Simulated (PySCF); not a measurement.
## Multinuclear NMR of C7H7NO

Mapped SMILES: `[CH3:1][C@@H:2]1[CH:3]=[CH:4][O:5][C:6]([C:7]#[N:8])=[CH:9]1`. Each H is labelled by its parent atom.

One computed conformer, averaged over atoms made equivalent by symmetry, fast rotation or ring inversion, no solvent, non-relativistic Hamiltonian. NMR shieldings at PBE0/pcSseg-1/GIAO; geometry: GFN2-xTB; PySCF 2.14.

(1) What are the $^{15}$N shifts?

(2) What are the $^{17}$O shifts?

## Answers

(1) 
```tsv
atoms	environment	σ (ppm)	δ (ppm)
N8	nitrile nitrogen	-50.1	-101.9
```

Shieldings were converted by a linear fit to measured shifts: $^{15}$N (scatter 6.3 ppm rms vs CH3NO2, solution or neat liquid). A few per cent of atoms miss by over 2 rms, more outside the fitted compound classes.

On a 300 MHz spectrometer $^{15}$N resonates near 30.4 MHz, so 1 ppm is 30.4 Hz.

(2) 
```json
{"atoms": "O5", "environment": "ether oxygen", "σ (ppm)": "170.3", "δ (ppm)": "111.6"}
```

Shieldings were converted by a linear fit to measured shifts: $^{17}$O (scatter 10.7 ppm rms, 12.2 ppm with the 3 outliers that the fit left out vs liquid water, solution or neat liquid). Occasional misses reach two or three times the rms, and more in compound classes unlike the fitted ones.

On a 400 MHz spectrometer $^{17}$O resonates near 54.2 MHz, so 1 ppm is 54.2 Hz.
